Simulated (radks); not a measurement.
Q: The mean radii <r> (bohr) of the occupied orbitals of an atom or ion are listed with their occupations. Method: scalar-relativistic Kohn-Sham, Wu-Cohen GGA, spin-polarised, spherical densities, finite nucleus; Fermi nuclear charge, rms radius of each element as measured or else 0.836 A^(1/3) + 0.57 fm; computed with a radial shooting solver on a logarithmic mesh with Libxc functionals.

| orbital | occ. | <r> |
|---|---|---|
| 1s | 2 | 0.02972 |
| 2s | 2 | 0.1285 |
| 2p | 6 | 0.1122 |
| 3s | 2 | 0.3488 |
| 3p | 6 | 0.3473 |
| 3d | 10 | 0.3244 |
| 4s | 2 | 0.8478 |
| 4p | 6 | 0.9217 |
| 4d | 10 | 1.179 |
| 5s | 2 | 2.465 |

Name the element and its charge. Open shells, if any, are filled with parallel spins first.

A: Z = 49, indium, charge +1: In+ in [Kr] 4d10 5s2. The 1s radius gives Z: for a bare nucleus <r> = (2 gamma + 1)/(2Z) with gamma = sqrt(1 - (Z/c)^2), 0.02926 bohr for Z = 49, and screening makes it slightly larger (0.02972 here). The occupations add up to 48, and the charge is Z minus that.
